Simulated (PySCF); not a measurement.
**UHF on Au⁵³⁺ (gold, charge +53)**

Configuration: [Ar] 3d8, high-spin 3F determinant. Calculation: PySCF 2.14, in an uncontracted even-tempered set (17 s from 13 bohr⁻², ratio 2.5; 13 p from 17 bohr⁻², ratio 2.5; 7 d from 17 bohr⁻², ratio 2.5; 4 f from 69 bohr⁻², ratio 2.7; 3 g from 100 bohr⁻², ratio 2.7); scalar relativity by spin-free X2C-1e.

```
Total energy             : -16677.212262 hartree
One-electron energy      : -19126.7078 hartree
Hartree (Coulomb) energy : 2698.8458 hartree
Exchange energy          : -249.3503 hartree
⟨S²⟩                     : 2.0001
⟨L²⟩                     : 12.001
Sum of ⟨r⟩               : 3.250 bohr
Sum of ⟨r²⟩              : 0.5707 bohr²
```

```csv
shell,electrons,mean orbital energy (hartree),spread (hartree),"rms radius, mean of both spins (bohr)"
1s α,1,-3100.24951,0,0.0190
1s β,1,-3100.23586,0,0.0190
2s α,1,-646.63919,0,0.0765
2s β,1,-645.94551,0,0.0765
2p α,3,-576.81590,0,0.0701
2p β,3,-576.09698,0,0.0701
3s α,1,-234.15905,0,0.190
3s β,1,-233.30346,0,0.190
3p α,3,-213.30893,0,0.191
3p β,3,-212.26946,0,0.191
3d α,5,-191.67728,0.30873,0.172
3d β,3,-191.10798,0,0.172
```

Spin-orbit coupling is strong in this species (close to jj coupling), so the high-spin LS determinant is a model state, not a physical level.

Densities and radii are taken from the X2C orbitals without a picture-change correction, which distorts them close to the nucleus.

Spin-orbit constants ζ (cm⁻¹) from the X2C one-electron operator on these orbitals: bare nucleus, nucleus screened by l(l+1)(2l+1)/3 electrons, and screened by the Breit-Pauli mean field of the electrons.

```json
{"shell": "2p", "bare": "9199000", "screened nucleus": "8966000", "mean field": "8886000"}
{"shell": "3p", "bare": "2207000", "screened nucleus": "2151000", "mean field": "2132000"}
{"shell": "3d", "bare": "347900", "screened nucleus": "303900", "mean field": "299200"}
```

To first order the Landé constant is A = -149600 cm⁻¹, so the lowest level has J = 4 and lies 55.6 eV below the centre of the term. This holds in LS coupling only, and this species is close to jj coupling.
